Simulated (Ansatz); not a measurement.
Ansatz (a first-principles code) job for C2H6F2Si, SMILES C[Si@H](F)CF, PBE-D3(BJ)/def2-SVP. 

Ansatz 0.2 input:
```yaml
crystal:
  periodic: [false, false, false]
  atoms:
    - {symbol: C, position_ang: [1.94910627, -0.55585193, -0.65468930]}
    - {symbol: Si, position_ang: [0.38394281, 0.34862101, -0.20085915]}
    - {symbol: F, position_ang: [0.55467284, 0.96022665, 1.30422860]}
    - {symbol: C, position_ang: [-1.07942367, -0.84520560, -0.18624877]}
    - {symbol: F, position_ang: [-2.26835448, -0.15246751, 0.00036429]}
    - {symbol: H, position_ang: [2.81953432, 0.11623306, -0.59394580]}
    - {symbol: H, position_ang: [1.89458015, -0.94690235, -1.68392142]}
    - {symbol: H, position_ang: [2.12709239, -1.40334094, 0.02665284]}
    - {symbol: H, position_ang: [0.09244120, 1.48699663, -1.11045733]}
    - {symbol: H, position_ang: [-1.13478827, -1.40212061, -1.14097295]}
    - {symbol: H, position_ang: [-0.96901978, -1.59504703, 0.61896530]}
basis:
  gaussian:
    orbitals: def2-SVP
hamiltonian:
  xc: pbe
  dispersion: d3bj
relax: {f_tol: 0.002, max_steps: 200}
```

Output:

```
WARN ansatz: RAYON_NUM_THREADS=2 ignored (pool sized by the plan → 2); use --threads N
Functional definition: PBE
integrals: 0.05 GiB planned
1156 factors; their error is unknown
mean field: 0.27 GiB planned
mean field evaluation 1: about -15454.5814 eV, gradient 6.5e1 eV
mean field evaluation 2: about -15444.3805 eV, gradient 9.0e1 eV
mean field evaluation 4: about -15464.0672 eV, gradient 6.2e0 eV
mean field evaluation 8: about -15464.0606 eV, gradient 2.0e-1 eV
mean field evaluation 16: about -15464.0607 eV, gradient 5.0e-5 eV
mean field -15464.06066791 eV, -568.2937476288 hartree, gradient 5.0e-5 eV, S^2 0.000000; 0 other end points of the search recorded, 0 dependent functions left out
the calculation of the forces begins
reference -15464.06069968 eV, -568.2937487965 hartree; 25, 25 occupied and 79, 79 virtual orbitals, 1156 factors
relax step   1: F+E_penalty+E_count = -15464.26012937 eV  Δ(F+E_penalty+E_count) = +0.000e0 eV  max|allowed force component| = 3.764e-1 eV/Å  Δτ_max = 0.0000 Å  (27 SCF iters, accepted)
these checks for a lower state are left out or cut short: starts, cluster_reference, orbital_swaps, neighbouring_geometries, increment
integrals: 0.05 GiB planned
1156 factors; their error is unknown
mean field: 0.27 GiB planned
mean field -15464.07365891 eV, -568.2942250392 hartree, gradient 2.4e-5 eV, S^2 0.000000; 0 other end points of the search recorded, 0 dependent functions left out
the calculation of the forces begins
reference -15464.07369072 eV, -568.2942262085 hartree; 25, 25 occupied and 79, 79 virtual orbitals, 1156 factors
relax step   2: F+E_penalty+E_count = -15464.27233250 eV  Δ(F+E_penalty+E_count) = -1.220e-2 eV  max|allowed force component| = 2.088e-1 eV/Å  Δτ_max = 0.0161 Å  (31 SCF iters, accepted)
these checks for a lower state are left out or cut short: starts, cluster_reference, orbital_swaps, neighbouring_geometries, increment
integrals: 0.05 GiB planned
1156 factors; their error is unknown
mean field: 0.27 GiB planned
mean field -15464.07586867 eV, -568.2943062467 hartree, gradient 2.4e-5 eV, S^2 0.000000; 0 other end points of the search recorded, 0 dependent functions left out
the calculation of the forces begins
reference -15464.07590050 eV, -568.2943074164 hartree; 25, 25 occupied and 79, 79 virtual orbitals, 1156 factors
relax step   3: F+E_penalty+E_count = -15464.27419566 eV  Δ(F+E_penalty+E_count) = -1.863e-3 eV  max|allowed force component| = 3.892e-2 eV/Å  Δτ_max = 0.0095 Å  (30 SCF iters, accepted)
these checks for a lower state are left out or cut short: starts, cluster_reference, orbital_swaps, neighbouring_geometries, increment
integrals: 0.05 GiB planned
1156 factors; their error is unknown
mean field: 0.27 GiB planned
mean field evaluation 32: about -15464.0759 eV, gradient 1.5e-1 eV
mean field -15464.07599004 eV, -568.2943107069 hartree, gradient 1.1e-5 eV, S^2 0.000000; 0 other end points of the search recorded, 0 dependent functions left out
the calculation of the forces begins
reference -15464.07602188 eV, -568.2943118768 hartree; 25, 25 occupied and 79, 79 virtual orbitals, 1156 factors
relax step   4: F+E_penalty+E_count = -15464.27426172 eV  Δ(F+E_penalty+E_count) = -6.606e-5 eV  max|allowed force component| = 8.760e-3 eV/Å  Δτ_max = 0.0022 Å  (23 SCF iters, accepted)
these checks for a lower state are left out or cut short: starts, cluster_reference, orbital_swaps, neighbouring_geometries, increment
integrals: 0.05 GiB planned
1156 factors; their error is unknown
mean field: 0.27 GiB planned
mean field -15464.07597034 eV, -568.2943099830 hartree, gradient 1.5e-5 eV, S^2 0.000000; 0 other end points of the search recorded, 0 dependent functions left out
the calculation of the forces begins
reference -15464.07600217 eV, -568.2943111527 hartree; 25, 25 occupied and 79, 79 virtual orbitals, 1156 factors
relax step   5: F+E_penalty+E_count = -15464.27426870 eV  Δ(F+E_penalty+E_count) = -6.980e-6 eV  max|allowed force component| = 4.085e-3 eV/Å  Δτ_max = 0.0042 Å  (22 SCF iters, accepted)
these checks for a lower state are left out or cut short: starts, cluster_reference, orbital_swaps, neighbouring_geometries, increment
integrals: 0.05 GiB planned
1156 factors; their error is unknown
mean field: 0.27 GiB planned
mean field -15464.07596516 eV, -568.2943097925 hartree, gradient 8.2e-6 eV, S^2 0.000000; 0 other end points of the search recorded, 0 dependent functions left out
the calculation of the forces begins
reference -15464.07599699 eV, -568.2943109623 hartree; 25, 25 occupied and 79, 79 virtual orbitals, 1156 factors
relax step   6: F+E_penalty+E_count = -15464.27427135 eV  Δ(F+E_penalty+E_count) = -2.643e-6 eV  max|allowed force component| = 7.992e-4 eV/Å  Δτ_max = 0.0011 Å  (22 SCF iters, accepted)
integrals: 0.05 GiB planned
1156 factors; their error is unknown
mean field: 0.27 GiB planned
mean field evaluation 64: about -15464.0760 eV, gradient 2.3e-4 eV
mean field -15464.07596516 eV, -568.2943097925 hartree, gradient 8.2e-6 eV, S^2 0.000000; 1 other end points of the search recorded, 0 dependent functions left out
the calculation of the forces begins
reference -15464.07599699 eV, -568.2943109623 hartree; 25, 25 occupied and 79, 79 virtual orbitals, 1156 factors
Total energy: -15464.27430318 eV, -568.3015985802 hartree
Atom 0 at     1.957722    -0.558491    -0.655941 Å, force     0.000017    -0.000100     0.000103 eV/Å
Atom 1 at     0.384465     0.350771    -0.197856 Å, force     0.000274     0.000072     0.000441 eV/Å
Atom 2 at     0.557799     0.975540     1.315070 Å, force     0.000155    -0.000081    -0.000691 eV/Å
Atom 3 at    -1.093197    -0.844221    -0.183232 Å, force    -0.000799     0.000011     0.000306 eV/Å
Atom 4 at    -2.289507    -0.153656     0.002930 Å, force    -0.000292    -0.000002    -0.000380 eV/Å
Atom 5 at     2.834170     0.117335    -0.590511 Å, force    -0.000538    -0.000059     0.000099 eV/Å
Atom 6 at     1.904266    -0.945691    -1.694373 Å, force    -0.000025     0.000174    -0.000098 eV/Å
Atom 7 at     2.137011    -1.415962     0.024197 Å, force     0.000392    -0.000264    -0.000033 eV/Å
Atom 8 at     0.089311     1.497226    -1.119722 Å, force     0.000056     0.000168     0.000119 eV/Å
Atom 9 at    -1.137863    -1.407526    -1.146417 Å, force     0.000369     0.000107     0.000062 eV/Å
Atom 10 at    -0.974393    -1.604183     0.624971 Å, force     0.000392    -0.000025     0.000071 eV/Å
Dipole moment:     0.348745    -0.375714    -0.314953 e Å
```

The calculation finished and met its thresholds.

Cost: about 22 core-seconds (a rough figure).
